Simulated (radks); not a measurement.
The numbers below are computed, except where a source is named.
Valence configurations of Bi3+. Level of theory: scalar-relativistic Kohn-Sham, LDA (Slater exchange, Perdew-Wang correlation), spin-polarised, spherical densities, point nucleus; open shells are filled with parallel spins first (spin-orbit coupling, left out, can overturn this in heavy ions) (a radial shooting solver on a logarithmic mesh with Libxc functionals). Energies are relative to [Hg]; eigenvalues in eV for spin up.

| valence | E (eV) | moment (Bohr magnetons) | e(4f) | e(5d) | e(6p) | e(6s) |
|---|---|---|---|---|---|---|
| [Hg] | 0.000 | 0 | -181.20 | -55.039 | - | -40.476 |
| [Xe] 4f14 5d10 6s1.5 6p0.5 | 6.070 | 1 | -182.10 | -55.961 | -28.823 | -41.392 |
| [Xe] 4f14 5d10 6s1 6p1 | 11.787 | 2 | -182.96 | -56.843 | -29.565 | -42.236 |
| [Xe] 4f14 5d10 6p2 | 24.528 | 2 | -184.70 | -58.349 | -30.423 | - |
| [Xe] 4f13 5d10 6s2 6p1 | 162.00 | 2 | -202.84 | -62.331 | -30.584 | -43.927 |
| [Xe] 4f13 5d10 6s1 6p2 | 173.96 | 4 | -204.50 | -64.027 | -31.920 | -45.499 |
| [Xe] 4f12 5d10 6s2 6p2 | 342.04 | 4 | -225.10 | -69.787 | -32.953 | -47.218 |
| [Xe] 4f12 5d10 6s1 6p3 | 354.27 | 6 | -226.67 | -71.394 | -34.153 | -48.667 |
| [Xe] 4f11 5d10 6s1 6p4 | 556.20 | 6 | -249.63 | -78.963 | -35.926 | -51.421 |

NIST lists [Hg] as the ground configuration; this level of theory agrees among the configurations tried. The energies are those of spherical high-spin densities, not of single terms.
